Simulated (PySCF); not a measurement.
C7H13NSi.
Numbering: `[CH:1]#[C:2][C@@H:3]1[CH2:4][Si@@H:5]([NH2:6])[CH2:7][C@@H:8]1[CH3:9]` (hydrogens: H10 on C1; H11 on C3; H12, H13 on C4; H14 on Si5; H15, H16 on N6; H17, H18 on C7; H19 on C8; H20, H21, H22 on C9)

Structure used (PBE0-D3(BJ)/def2-SVP), in Å, numbered top down from 1:
```xyz
22
C7H13NSi angstrom
C      3.3197   -1.1954    0.6215
C      2.1682   -0.8178    0.6446
C      0.7793   -0.3735    0.6569
C     -0.1867   -1.3599   -0.0439
Si    -1.7445   -0.3119   -0.2804
N     -2.9455   -0.7157    0.9149
C     -0.9318    1.3460    0.1417
C      0.5774    1.0478    0.0592
C      1.0917    1.1534   -1.3707
H      4.3400   -1.5311    0.6079
H      0.4698   -0.3089    1.7164
H     -0.3417   -2.2616    0.5670
H      0.2309   -1.6893   -1.0081
H     -2.2446   -0.3737   -1.6967
H     -3.7052   -0.0571    1.0595
H     -3.3250   -1.6578    0.8992
H     -1.2166    2.1929   -0.5003
H     -1.2173    1.6029    1.1760
H      1.1448    1.7602    0.6822
H      0.9805    2.1823   -1.7450
H      2.1547    0.8768   -1.4325
H      0.5331    0.4959   -2.0571
```

Computed with PySCF at PBE0/pcSseg-1, non-relativistic, on one gas-phase PBE0-D3(BJ)/def2-SVP geometry that isn't relaxed in the solvent. The solvent is an IEF-PCM continuum (Bondi radii, 1.10 Å for H, scaled by 1.2). The model holds no explicit solvent molecules, cavitation or dispersion.

```json
{"run": "gas", "E − E(gas) (kcal/mol)": "0.00", "HOMO (eV)": "-7.21", "HOMO–LUMO gap (eV)": "8.13", "dipole (D)": "1.69"}
{"run": "P", "E − E(gas) (kcal/mol)": "-5.08", "HOMO (eV)": "-7.18", "HOMO–LUMO gap (eV)": "8.18", "dipole (D)": "2.14"}
{"run": "Q", "E − E(gas) (kcal/mol)": "-6.13", "HOMO (eV)": "-7.18", "HOMO–LUMO gap (eV)": "8.17", "dipole (D)": "2.24"}
```

**Question.** The runs were made in acetonitrile and tetrahydrofuran. Which run belongs to which solvent?

**Answer.** P = tetrahydrofuran, Q = acetonitrile. The dielectric constants are 7.426 (tetrahydrofuran), 35.69 (acetonitrile), and the energy falls further as ε rises. In this model the ground state sees the solvent through ε alone.

**Question.** How constant is the ratio of the lowering to (ε − 1)/(2ε + 1)?

**Answer.** 
```json
{"solvent": "tetrahydrofuran", "(ε − 1)/(2ε + 1)": "0.405", "E − E(gas) (kcal/mol)": "-5.08", "ratio (kcal/mol)": "-12.5", "polarisation term (kcal/mol)": "-5.48"}
{"solvent": "acetonitrile", "(ε − 1)/(2ε + 1)": "0.479", "E − E(gas) (kcal/mol)": "-6.13", "ratio (kcal/mol)": "-12.8", "polarisation term (kcal/mol)": "-6.73"}
```

The ratio changes by +2.2 % in size from tetrahydrofuran to acetonitrile. The polarisation term is half the interaction of the solute with the induced surface charges.
